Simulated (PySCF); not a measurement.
Species: C₃H₈BN.
SMILES: `NBC1CC1`

Jobs on this species (13 atoms, 38 electrons) with PySCF (density fitting). Hardware of each: one thread, Arm Neoverse N1 (aarch64), no GPU, shared host. The host was shared with other jobs, so the times are rough. Peak memory is the resident size of the whole Python process, interpreter and libraries included.

| level and settings | work | basis functions | SCF cycles | wall time | peak memory |
| --- | --- | --- | --- | --- | --- |
| delta-SCF UKS PBE, pcX-2 on the ionised atom, pcseg-1 elsewhere, spin-free X2C | ΔSCF core ionisation, 4 holes | 141 | ? | ? | ? |
| delta-SCF UKS SCAN, pcX-1 on the ionised atom, pcseg-1 elsewhere, spin-free X2C | ΔSCF core ionisation, 4 holes | 120 | 67 | 36 s | 0.48 GiB |
| PBE0-D3(BJ)/def2-SVP, grid level 1 | geometry optimisation from a GFN2-xTB start shaken at random | 110 | 58 | 63 s | 0.45 GiB |
| delta-SCF UKS SCAN, def2-TZVP on the ionised atom, pcseg-1 elsewhere, spin-free X2C | ΔSCF core ionisation, 4 holes | 127 | 67 | 42 s | 0.48 GiB |
| delta-SCF UKS HF, pcX-2 on the ionised atom, pcseg-1 elsewhere, spin-free X2C | ΔSCF core ionisation, 4 holes | 141 | 57 | 23 s | 0.48 GiB |
| delta-SCF UKS PBE0, pcX-2 on the ionised atom, pcseg-1 elsewhere, spin-free X2C | ΔSCF core ionisation, 4 holes | 141 | 59 | 45 s | 0.54 GiB |
| delta-SCF UKS SCAN, pcX-2 on the ionised atom, pcseg-1 elsewhere, non-relativistic | ΔSCF core ionisation, 4 holes | 141 | 67 | 43 s | 0.52 GiB |
| delta-SCF UKS SCAN, pcX-2 on the ionised atom, pcseg-1 elsewhere, spin-free X2C | ΔSCF core ionisation, 4 holes | 141 | 67 | 44 s | 0.48 GiB |
| delta-SCF UKS B3LYP, pcX-2 on the ionised atom, pcseg-1 elsewhere, spin-free X2C | ΔSCF core ionisation, 4 holes | 141 | 59 | 46 s | 0.54 GiB |

**Question.** Fill in the missing figures.

**Answer.** 
- delta-SCF UKS PBE, pcX-2 on the ionised atom, pcseg-1 elsewhere, spin-free X2C; ΔSCF core ionisation, 4 holes: 27 s, 0.50 GiB, 62 SCF cycles

**Question.** What do all jobs in the table cost together?

**Answer.** About 6.2 min; the longest takes about 17 % of that, and about 2.7 times as long as the shortest.
